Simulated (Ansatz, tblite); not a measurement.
Removing and adding an electron: GeIH3 (GeH3I). Charge 0, multiplicity 1. Geometry: PBE0-D4/def2-TZVP. Ansatz, gas phase; energy differences of separate SCF runs; the oxidised species was run as a doublet alone; the reduced species was run as a doublet alone.

Cartesian coordinates in Å:
```
Ge -0.128 -0.155 0.103
I 1.296 1.573 -1.042
H 0.166 -0.074 1.604
H 0.259 -1.523 -0.468
H -1.592 0.180 -0.198
```

In the def2 sets I takes a core potential; there is no spin–orbit coupling. The xTB rows come from tblite. Correlated methods freeze 13 core orbitals; core or outer-core shells of Ge, I are correlated, in sets that lack core-valence functions. In CCSD on the charge -1 doublet the largest single amplitude is 0.28, so its Hartree–Fock determinant may place the open shell otherwise than the density functionals do. HOMO above LUMO, or a gap near zero within one spin, warns that the state may not be the lowest or that an electron is smeared out.

| level | −HOMO (eV) | vertical IE (eV) | −LUMO (eV) | vertical EA (eV) | HOMO–LUMO gap (eV) | IE − EA (eV) | remarks |
| --- | --- | --- | --- | --- | --- | --- | --- |
| GFN1-xTB | 12.29 | 15.40 | 5.85 | – | 6.45 | – | – |
| GFN2-xTB | 11.59 | 14.86 | 5.59 | 2.32 | 6.01 | 12.54 | – |
| HF/def2-TZVPD | – | – | – | -1.09 | – | – | HOMO above zero (-1 doublet) |
| PBE-D4/def2-TZVP | 6.45 | 9.66 | 1.90 | – | 4.55 | – | gap within one spin near zero (+1 doublet) |
| PBE0-D4/def2-TZVP | 7.59 | 9.79 | 1.06 | – | 6.52 | – | – |
| PBE0-D4/def2-TZVPD | 7.59 | – | 1.19 | -0.21 | 6.40 | – | HOMO above zero (-1 doublet) |
| MP2/def2-TZVPD | – | – | – | -0.54 | – | – | HOMO above zero (-1 doublet) |
| CCSD(T)/def2-TZVPP | – | 9.79 | – | – | – | – | – |

Estimate the rows for HF/def2-TZVPP, PBE-D4/def2-TZVPD, r2SCAN-D4/def2-TZVP, r2SCAN-D4/def2-TZVPD, MP2/def2-TZVPP, CCSD/def2-TZVPD, CCSD/def2-TZVPP, CCSD(T)/def2-TZVPD.


```json
{"level": "HF/def2-TZVPP", "−HOMO (eV)": "–", "vertical IE (eV)": "8.94", "−LUMO (eV)": "–", "vertical EA (eV)": "–", "HOMO–LUMO gap (eV)": "–", "IE − EA (eV)": "–", "remarks": "–"}
{"level": "PBE-D4/def2-TZVPD", "−HOMO (eV)": "6.46", "vertical IE (eV)": "–", "−LUMO (eV)": "1.99", "vertical EA (eV)": "-0.07", "HOMO–LUMO gap (eV)": "4.47", "IE − EA (eV)": "–", "remarks": "HOMO above zero (-1 doublet)"}
{"level": "r2SCAN-D4/def2-TZVP", "−HOMO (eV)": "6.75", "vertical IE (eV)": "9.76", "−LUMO (eV)": "1.65", "vertical EA (eV)": "–", "HOMO–LUMO gap (eV)": "5.10", "IE − EA (eV)": "–", "remarks": "–"}
{"level": "r2SCAN-D4/def2-TZVPD", "−HOMO (eV)": "6.75", "vertical IE (eV)": "–", "−LUMO (eV)": "1.69", "vertical EA (eV)": "-0.17", "HOMO–LUMO gap (eV)": "5.05", "IE − EA (eV)": "–", "remarks": "HOMO above zero (-1 doublet)"}
{"level": "MP2/def2-TZVPP", "−HOMO (eV)": "–", "vertical IE (eV)": "9.92", "−LUMO (eV)": "–", "vertical EA (eV)": "–", "HOMO–LUMO gap (eV)": "–", "IE − EA (eV)": "–", "remarks": "–"}
{"level": "CCSD/def2-TZVPD", "−HOMO (eV)": "–", "vertical IE (eV)": "–", "−LUMO (eV)": "–", "vertical EA (eV)": "-0.52", "HOMO–LUMO gap (eV)": "–", "IE − EA (eV)": "–", "remarks": "HOMO above zero (-1 doublet)"}
{"level": "CCSD/def2-TZVPP", "−HOMO (eV)": "–", "vertical IE (eV)": "9.74", "−LUMO (eV)": "–", "vertical EA (eV)": "–", "HOMO–LUMO gap (eV)": "–", "IE − EA (eV)": "–", "remarks": "–"}
{"level": "CCSD(T)/def2-TZVPD", "−HOMO (eV)": "–", "vertical IE (eV)": "–", "−LUMO (eV)": "–", "vertical EA (eV)": "-0.47", "HOMO–LUMO gap (eV)": "–", "IE − EA (eV)": "–", "remarks": "HOMO above zero (-1 doublet)"}
```

   A HOMO above zero means that the electron is unbound at that level or that self-interaction error raises the level; the energy of removing that electron tells which. Raw xTB energy differences between charge states are shifted by several eV; the methods need an empirical correction for them. A negative affinity means that the extra electron isn't bound; its size then hangs on the basis.
